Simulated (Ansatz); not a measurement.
Cu(AsH3)Me (CH₆AsCu) was relaxed with B3LYP-D4 (def2-SVP) in Ansatz in these states: charge +1 doublet, neutral singlet. The geometries follow in no particular order.

A:

| atom | x (Å) | y (Å) | z (Å) |
| --- | --- | --- | --- |
| Cu1 | -0.075 | 0.283 | -0.112 |
| As2 | 0.510 | -1.845 | 0.704 |
| H3 | 1.250 | -1.991 | 2.022 |
| H4 | 1.415 | -2.764 | -0.097 |
| H5 | -0.561 | -2.880 | 0.998 |
| C6 | -0.559 | 2.028 | -0.776 |
| H7 | -1.007 | 1.963 | -1.783 |
| H8 | 0.323 | 2.689 | -0.844 |
| H9 | -1.294 | 2.517 | -0.113 |

B:

| atom | x (Å) | y (Å) | z (Å) |
| --- | --- | --- | --- |
| Cu1 | 0.118 | 0.259 | 0.180 |
| As2 | -0.739 | -1.584 | -1.098 |
| H3 | -0.716 | -1.453 | -2.599 |
| H4 | -2.178 | -1.970 | -0.874 |
| H5 | -0.062 | -2.919 | -0.924 |
| C6 | 0.839 | 1.800 | 1.248 |
| H7 | 0.605 | 1.468 | 2.269 |
| H8 | 0.235 | 2.626 | 0.847 |
| H9 | 1.898 | 1.775 | 0.952 |

**Question.** Judge from the bond lengths which geometry belongs to which state (an estimate).

**Answer.** A is the neutral singlet (Cu1–C6 1.929 Å, Cu1–As2 2.353 Å, As2–H4 1.519 Å); B is the charge +1 doublet (Cu1–C6 2.009 Å, Cu1–As2 2.401 Å, As2–H4 1.507 Å).
